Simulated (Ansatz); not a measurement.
CuI₂. Total charge 0; quartet. Geometry PBE-D4/def2-TZVP; atoms count from 1.

```xyz
3

Cu    0.877    0.472   -1.090
I    -0.633    1.253    1.032
I    -0.244   -1.724    0.058
```

In the def2 sets I takes a core potential; there is no spin–orbit coupling. In the quartet, I2 and I3 lie 3.16 Å apart (atoms count from 1), so these atoms are partly bonded to each other. At PBE0-D4/def2-TZVP a doublet of charge 0 lies 3.06 eV below the quartet, each at its own geometry. The structure comes from a short search, and lower isomers may exist.

Question: Estimate the Mulliken populations from the PBE0/def2-TZVP orbitals of Ansatz.

Answer: 
```json
{"atom": "Cu1", "charge (e)": "0.04", "spin (α − β)": "1.45", "d electrons": "9.46"}
{"atom": "I2", "charge (e)": "-0.02", "spin (α − β)": "0.77", "d electrons": "–"}
{"atom": "I3", "charge (e)": "-0.02", "spin (α − β)": "0.77", "d electrons": "–"}
```
Mulliken values and Mayer orders depend strongly on the basis.

Question: Where does the spin sit?

Answer: Summed by element: Cu 1.45, I 1.55, of 3 unpaired in all. Largest on single atoms: Cu1 1.45, I2 0.77, I3 0.77.

Question: And the Mayer bond orders between bonded heavy atoms (over 0.3)?

Answer: Cu1–I2 0.60 (2.72 Å); Cu1–I3 0.60 (2.72 Å); I2–I3 0.57 (3.16 Å).
